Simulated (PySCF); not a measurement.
C3H10FNSi, SMILES CN(C)C[SiH2]F.

Geometry optimised at B3LYP-D3(BJ)/def2-SVP. This is a generated structure with no PubChem entry under its InChIKey; it may be hypothetical. Other conformers were not sampled.

Level of theory: PBE/def2-TZVP run with PySCF.

Isolated molecule, no solvent.

Computed frontier levels, gap, dipole moment and polarisability:
| Property | Result |
|---|---|
| highest occupied level | -4.97 eV |
| lowest empty level | -0.51 eV |
| orbital gap | 4.46 eV |
| dipole moment | 2.03 D |
| quadrupole, principal values (traceless, Buckingham form, about the centre of nuclear charge) | -6.30, 2.51, 3.78 D·Å |
| mean static polarisability | 75.3 bohr³ (11.15 Å³) |
| polarisability, principal values | 66.5, 71.9, 87.4 bohr³ |
